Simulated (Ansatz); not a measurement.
Consider the ligand exchange at the Si–O bond: `[SiH3][O][Ge][O][SiH3]` + `[OH][Cd][Cl]` → `[SiH3][O][Cd][Cl]` + `[OH][Ge][O][SiH3]`.

Program: Ansatz. Geometries: PBE0-D4/def2-TZVP. ΔE: electronic, gas phase. CCSD(T)/CBS adds triple-zeta CCSD(T) − MP2 to the extrapolated MP2 energy (def2 sets, frozen cores). DFT in def2-TZVPP. Elements past krypton have def2 core potentials. For Cd, Ge outer-core shells are correlated without core-valence functions, which leaves a few kJ/mol of doubt a bond. Scalar relativity is left out up to krypton. One conformer a species, not always the lowest.

`[SiH3][O][Ge][O][SiH3]`:

Cartesian coordinates in Å:
```
Si 1.018 1.357 1.618
O 0.498 0.069 0.745
Ge 0.608 -1.721 0.745
O -0.368 -1.981 -0.715
Si -1.140 -0.967 -1.764
H 1.850 0.910 2.771
H 1.835 2.245 0.752
H -0.152 2.112 2.134
H -0.177 -0.047 -2.422
H -1.791 -1.810 -2.800
H -2.180 -0.168 -1.065
```

`[OH][Cd][Cl]`:

Cartesian coordinates in Å:
```
O 0.798 1.188 0.309
Cd -0.470 -0.262 -0.056
Cl -2.040 -1.843 -0.446
H 1.712 0.918 0.193
```

`[SiH3][O][Cd][Cl]`:

```xyz
7

Si   -0.081   -1.089   -0.630
O     0.105   -0.249    0.750
Cd    0.161    1.644    1.227
Cl    0.239    3.800    1.886
H     0.985   -0.766   -1.625
H    -0.017   -2.543   -0.323
H    -1.392   -0.798   -1.284
```

`[OH][Ge][O][SiH3]`:

```xyz
8

O    -2.205    1.538   -1.031
Ge   -1.647   -0.146   -1.011
O    -0.149    0.155   -0.061
Si    1.108   -0.719    0.528
H    -1.606    2.131   -0.563
H     1.156   -0.587    2.007
H     0.962   -2.160    0.179
H     2.380   -0.212   -0.048
```

CCSD(T)/CBS gives -6.8 kJ/mol.

**Question.** Another level gave -8.0 kJ/mol. Which?
A. revPBE-D4/def2-TZVPP
B. BHLYP/def2-TZVPP
C. PBE0-D4/def2-TZVPP
D. HF/def2-TZVPP

**Answer.** C. PBE0-D4 -8.0, revPBE-D4 -2.9, BHLYP -12.3, HF/def2-TZVPP -16.6 kJ/mol.

Largest T1 diagnostic among the species: 0.015.

From BLYP to BHLYP (50 % exact exchange), in def2-TZVPP and without D4, ΔE moves by −4.7 kJ/mol. At CCSD(T), def2-SVP lies −8.3 kJ/mol from the extrapolated value and def2-TZVPP −3.7 kJ/mol. Leaving LDA and LC-ωPBE aside and taking each functional with its dispersion term where it has one, the values, not all of them listed here, spread over 11.1 kJ/mol, from PBE-QIDH to BLYP-D4.
